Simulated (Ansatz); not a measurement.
Relaxation of C4H9NSi (15 atoms, charge 0, multiplicity 1), to a largest force component of 0.015 eV/Å in at most 40 steps.

These are results of RKS B3LYP/STO-3G in Ansatz, not measurements.

```xyz
15
Properties=species:S:1:pos:R:3
C -0.420 -2.948 -0.029
C 0.255 -1.854 0.177
C 0.949 -0.789 0.378
C 1.149 0.398 -0.545
Si 0.045 1.859 -0.073
N 0.176 3.229 -1.069
H -0.206 -3.846 0.440
H -1.278 -2.840 -0.721
H 1.583 -0.736 1.342
H 2.129 0.697 -0.566
H 0.793 0.080 -1.537
H -1.413 1.443 -0.166
H 0.304 2.369 1.310
H -0.565 3.918 -0.858
H 0.015 2.938 -2.060
```

Q: Where does it end, and by what steps?

A: It converged. Limits of this set-up: minimal basis. After 15 steps the energy has fallen by 2.688 eV; H7 moved furthest, 0.96 Å.

```json
{"step": "0", "energy less start (eV)": "0.0000", "largest force component (eV/Å)": "3.603", "accepted": "yes"}
{"step": "1", "energy less start (eV)": "-1.4833", "largest force component (eV/Å)": "1.542", "accepted": "yes"}
{"step": "2", "energy less start (eV)": "-2.0755", "largest force component (eV/Å)": "1.110", "accepted": "yes"}
{"step": "3", "energy less start (eV)": "-2.4405", "largest force component (eV/Å)": "0.983", "accepted": "yes"}
{"step": "4", "energy less start (eV)": "-2.6103", "largest force component (eV/Å)": "0.494", "accepted": "yes"}
{"step": "5", "energy less start (eV)": "-2.6580", "largest force component (eV/Å)": "0.692", "accepted": "yes"}
{"step": "6", "energy less start (eV)": "-2.6681", "largest force component (eV/Å)": "0.297", "accepted": "yes"}
{"step": "7", "energy less start (eV)": "-2.6832", "largest force component (eV/Å)": "0.177", "accepted": "yes"}
{"step": "8", "energy less start (eV)": "-2.6851", "largest force component (eV/Å)": "0.083", "accepted": "yes"}
{"step": "9", "energy less start (eV)": "-2.6868", "largest force component (eV/Å)": "0.056", "accepted": "yes"}
{"step": "10", "energy less start (eV)": "-2.6871", "largest force component (eV/Å)": "0.044", "accepted": "yes"}
{"step": "11", "energy less start (eV)": "-2.6877", "largest force component (eV/Å)": "0.020", "accepted": "yes"}
{"step": "12", "energy less start (eV)": "-2.6877", "largest force component (eV/Å)": "0.033", "accepted": "yes"}
{"step": "13", "energy less start (eV)": "-2.6877", "largest force component (eV/Å)": "0.039", "accepted": "no"}
{"step": "14", "energy less start (eV)": "-2.6878", "largest force component (eV/Å)": "0.016", "accepted": "yes"}
{"step": "15", "energy less start (eV)": "-2.6879", "largest force component (eV/Å)": "0.005", "accepted": "yes"}
```

```xyz
15
Properties=species:S:1:pos:R:3
C -0.351 -3.037 -0.050
C 0.244 -1.898 0.220
C 0.836 -0.752 0.485
C 1.008 0.402 -0.519
Si -0.055 1.903 -0.076
N 0.361 3.225 -1.193
H 0.201 -3.908 -0.432
H -1.431 -3.182 0.094
H 1.240 -0.575 1.496
H 2.068 0.706 -0.534
H 0.757 0.047 -1.530
H -1.453 1.506 -0.118
H 0.245 2.366 1.260
H -0.153 4.100 -0.920
H 0.000 3.016 -2.159
```

Whether the end is a true minimum wasn't checked by a vibrational analysis.

The run took 58 s on 1 thread of Arm Neoverse V1 (shared host), peak memory 0.13 GiB.
